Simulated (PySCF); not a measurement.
Species: C₄H₅BCl₂.
SMILES: `C(=C)/C=C\B(Cl)Cl`

The closed-shell SCF was solved with PySCF and density fitting under several settings on one GFN2-xTB geometry (grid level 2 and gas phase unless stated).

| settings | basis functions | SCF cycles | E (Eh) | HOMO (eV) | LUMO (eV) | dipole (D) |
| --- | --- | --- | --- | --- | --- | --- |
| PBE0/pcSseg-1 | 158 | 14 | -1100.1460 | -7.42 | -2.47 | 2.75 |
| CAM-B3LYP/def2-SVPD | 194 | 12 | -1100.2508 | -8.57 | -1.40 | 2.55 |

Task: Estimate the rows for these settings: (1) KT2/6-31G, IEF-PCM acetone; (2) PBE0/cc-pVDZ, start guess vsap.

Result: 
```json
{"settings": "KT2/6-31G, IEF-PCM acetone", "basis functions": "81", "SCF cycles": "15", "E (Eh)": "-1110.7278", "HOMO (eV)": "-6.11", "LUMO (eV)": "-2.94", "dipole (D)": "4.13"}
{"settings": "PBE0/cc-pVDZ, start guess vsap", "basis functions": "131", "SCF cycles": "15", "E (Eh)": "-1100.2302", "HOMO (eV)": "-7.24", "LUMO (eV)": "-2.27", "dipole (D)": "2.50"}
```

Task: Over all rows, what range does the HOMO–LUMO gap span?

Result: From 3.17 eV (KT2/6-31G, IEF-PCM acetone) to 7.17 eV (CAM-B3LYP/def2-SVPD). The functional of the narrowest has no exact exchange, that of the widest range-separated exact exchange.

Task: And the dipole moment?

Result: From 2.50 D (PBE0/cc-pVDZ, start guess vsap) to 4.13 D (KT2/6-31G, IEF-PCM acetone); the largest is 1.65 times the smallest, and the median is 2.65 D.

Task: Compare two rows with the functional PBE0: PBE0/pcSseg-1 and PBE0/cc-pVDZ, start guess vsap. Which energy is lower, and by how much?

Result: PBE0/cc-pVDZ, start guess vsap (131 functions) lies 0.0842 Eh or 53 kcal/mol below PBE0/pcSseg-1 (158 functions). The smaller set gives the lower energy; the two sets aren't nested, so the variational bound doesn't order them by size.

Cycle counts include a coarse-grid stage where the run had one. KT2 was designed for NMR shieldings or shifts; total energies of different functionals aren't comparable. The structure is a single GFN2-xTB conformer; no vibrational corrections.

Conformer computed: `[CH2:1]=[CH:2]/[CH:3]=[CH:4]\[B:5]([Cl:6])[Cl:7]`: C1–C2–C3–C4 180°, C3–C4–B5–Cl6 180°.
